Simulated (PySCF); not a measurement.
## Electronic structure of N (nitrogen, neutral) at the r2SCAN level

Configuration: [He] 2s1 2p4, high-spin 4P determinant (an excited configuration). Computed with PySCF 2.14 in def2-QZVPPD, with the non-relativistic Hamiltonian (point nucleus).

```
Total energy                                                  : -54.2042 hartree
One-electron energy                                           : -73.3587 hartree
Hartree (Coulomb) energy                                      : 25.9204 hartree
Exchange-correlation energy                                   : -6.7659 hartree
Kinetic energy                                                : 54.05049 hartree
⟨S²⟩                                                          : 3.7682
⟨L²⟩                                                          : 2.010
Sum of ⟨r⟩                                                    : 7.552 bohr
Sum of ⟨r²⟩                                                   : 13.16 bohr²
Traceless quadrupole moment −½Σ⟨3z² − r²⟩ along its main axis : -1.42 e·bohr²
Density at the nucleus (Gaussians lack the cusp)              : 200 bohr⁻³
Spin density at the nucleus                                   : 5.21 bohr⁻³
Langevin diamagnetic susceptibility                           : -10.4 ×10⁻⁶ cm³/mol
```

| shell | electrons | mean orbital energy (eV) | spread (eV) | rms radius, mean of both spins (bohr) |
| --- | --- | --- | --- | --- |
| 1s α | 1 | -389.94 | 0 | 0.267 |
| 1s β | 1 | -387.76 | 0 | 0.267 |
| 2s α | 1 | -22.269 | 0 | 1.41 |
| 2p α | 3 | -9.644 | 1.848 | 1.66 |
| 2p β | 1 | -5.278 | 0 | 1.66 |
